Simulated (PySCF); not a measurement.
# Identify the compound

Molecular formula: C$_{3}$H$_{12}$AlN. Simulated spectra:

1H NMR (600 MHz, computed): δ 4.06 (br, 3H), 2.52 (s, 9H).

13C{1H} NMR (computed): δ 49.8 (CH3).

- geometry from PBE0-D3(BJ)/def2-TZVP
- B97-2/pcSseg-2 with gauge-including orbitals
- program: PySCF 2.14
- rapidly exchanging positions averaged, gas phase, one conformer, non-relativistic Hamiltonian

Chemical shifts δ = σref − σ; 1H (31.64 ppm) and 13C (185.38 ppm) against TMS, all at this level.

Question: Propose a structure and justify it.

Answer: 
1 carbon signal for 3 carbons: some carbons are equivalent by symmetry or fast rotation. Carbon types of the structure: 3 × CH3, leaving 3 H on heteroatoms. δC 49.8: methyl carbon bonded to N; the inductive effect lowers its shielding. δH 4.06: hydrogen on an aluminium bonded to N. δH 2.52: hydrogen on a methyl carbon bonded to N; its carbon carries N, which withdraws density.

These data were computed for SMILES C[N+](C)(C)[AlH3-].

This is the structure that produced the data.

Hydrides on Al or Ga are broadened by the quadrupolar metal nucleus. Shifts are as computed. Against solution values, carbons near 30 ppm lie about +3 ppm off and those near 130 ppm about +7 ppm. Of 1211 compounds with measured shifts, 218 miss one by over three times the rms of a fit or turn the order of signals round; such compounds aren't used in these exercises. No couplings were computed; multiplicities are counted from neighbouring protons, with m where these are inequivalent, close in shift, in a saturated or five-membered ring or joined by F or P, and br s for small geminal =CH2 splittings.
